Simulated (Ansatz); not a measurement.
What each rung costs, and what it gives

The pair of SiH$_{3}$F (SMILES [SiH3]F, atoms 1–5) and SbH$_{3}$ (SMILES [SbH3], atoms 6–9), both closed shells, in one local arrangement (a lower one may exist), relaxed at PBE0-D4/def2-TZVP:

```xyz
9
angstrom
Si -0.3075 0.2085 -1.7772
F 1.0995 0.5349 -1.0790
H -0.7640 -1.1186 -1.3046
H -0.0937 0.2002 -3.2436
H -1.2714 1.2659 -1.3942
Sb 0.9283 0.1369 2.2630
H -0.5198 0.6458 1.5107
H 0.0504 -0.5133 3.5799
H 0.8780 -1.3603 1.4449
```

Interaction energies are counterpoise-corrected; the time is that of the whole pair.

Ansatz 0.2.0; basis: as named in each row; cores frozen in the correlated methods. Filled d shells of the heavier atoms are correlated. Core potentials replace the inner electrons of the atoms past krypton. The def2 sets are not built for correlating such inner shells, so the correlated values are less sure here. B3LYP uses VWN-RPA correlation. Extrapolation: Hartree–Fock as exp(−7.88 √X), correlation as X^−2.97.

Times are rough, for one single point on 4 threads of a shared host (Intel Xeon Platinum 8259CL).

The estimate by CCSD(T) at an estimated basis limit (MP2 extrapolated from triple and quadruple zeta, plus CCSD(T) − MP2 in triple zeta) is -7.4 kJ/mol.

```
   method        basis  time (s)  interaction energy (kJ/mol)  method less estimate
    SPW92     def2-SVP   under 1                         -9.7                  -2.3
   PBE-D4     def2-SVP   under 1                         -8.2                  -0.8
  PBE0-D4     def2-SVP         1                         -8.1                  -0.7
   PBE-D4  def2-TZVPPD         2                         -8.9                  -1.5
revPBE-D4  def2-TZVPPD         2                         -8.5                  -1.1
  BLYP-D4  def2-TZVPPD         2                         -8.8                  -1.4
 HSE06-D4  def2-TZVPPD         3                         -8.5                  -1.1
  CCSD(T)     def2-SVP         3                         -1.5                   5.9
  PBE0-D4  def2-TZVPPD         3                         -8.6                  -1.2
 B3LYP-D4  def2-TZVPPD         3                         -9.2                  -1.9
  wB97M-V     def2-SVP         4                         -6.7                   0.7
r2SCAN-D4  def2-TZVPPD         4                         -7.6                  -0.2
   B2PLYP  def2-TZVPPD         6                         -2.4                   5.0
   B97M-V  def2-TZVPPD         7                         -8.3                  -0.9
  wB97X-V  def2-TZVPPD         8                         -8.0                  -0.6
  wB97M-V  def2-TZVPPD         9                         -8.0                  -0.7
      MP2  def2-QZVPPD        16                         -6.9                   0.5
  CCSD(T)  def2-TZVPPD        99                         -6.1                   1.2
```

The T1 diagnostic stays at or below 0.015.
